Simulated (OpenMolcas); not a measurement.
**Sb3+: effect of the IPEA shift**

```json
{"Program": "OpenMolcas 26.06", "Basis": "ANO-RCC-VTZP [7s6p4d2f1g]", "Scalar Hamiltonian": "DKH2, point nucleus", "Active space": "2 electrons in 9 orbitals (RAS2 5s 5p; RAS3 5d, at most 2 electrons)", "State averaging": "2S+1 = 3 even, 3 roots; 2S+1 = 1 even, 7 roots; 2S+1 = 3 odd, 3 roots; 2S+1 = 1 odd, 3 roots", "Spin-orbit coupling": "state interaction with AMFI integrals over the reference wave functions, term energies averaged over their components"}
```

Methods on the same reference wave functions:
A. RASSCF
B. MS-RASPT2, IPEA 0 Eh, imaginary shift 0.1 Eh (closed shells correlated: 4d)
C. MS-RASPT2, IPEA 0.25 Eh, imaginary shift 0.1 Eh (closed shells correlated: 4d)

Energies in cm⁻¹ above 5s² ¹S₀, the measured ground level; measured values from Moore, Atomic Energy Levels, vol. III, NSRDS-NBS 35 (1971 reprint of NBS Circular 467, 1958).

```csv
Level,A,B,C,Measured
5s² ¹S₀,0.0,0.0,0.0,0.0
5s 5p ³P°₀,59355,65620,65570,
5s 5p ³P°₁,61497,67680,67640,66700
5s 5p ³P°₂,66595,72860,72810,72560
5s 5p ¹P°₁,97091,95340,95530,95952
5p² ³P₀,149035,153780,153990,152076
```

Deviations, from unrounded energies. A percentage is the sum of absolute deviations over the sum of measured energies, with the sign that they share, or ± where signs differ.

| Against measurement | Levels | A | B | C |
| --- | --- | --- | --- | --- |
| mean absolute deviation (cm-1) | 4 | 3800 | 900 | 880 |
| other configurations (%) | 4 | ±4.0 | ±0.9 | ±0.9 |

B, C lie about equally close to measurement and A furthest from it. The largest miss of C in the table is 5p² ³P₀, by +1900 cm-1. The ranking rests on the paired levels alone, and a cruder setting can come out closer through cancelling errors.

Between B and C the level of the table that moves most is 5p² ³P₀, by 210 cm-1 (lowest in B, highest in C). Moves below CASPT2's spread within the term are not significant.

The lowest spin-free term lies below A's lowest term by 0.419 hartree in B, 0.417 hartree in C.

Active for correlation alone: 5d; no level in the range computed is led by a configuration that fills it, so any true level of that kind is missing. Some terms mix strongly with configurations of 5d, whose occupation reaches 0.27 (5p² ¹D) (holds for A). Computed and measured levels are paired by configuration, term and J; levels that our copy of the source lacks, or whose pairing is in doubt (as where it misses far off the trend of its configuration), stay unpaired and out of the deviations. Levels of configurations outside the active space are missing. The table leaves out levels that lie high or whose names do not pair safely across all columns.

° marks odd parity.
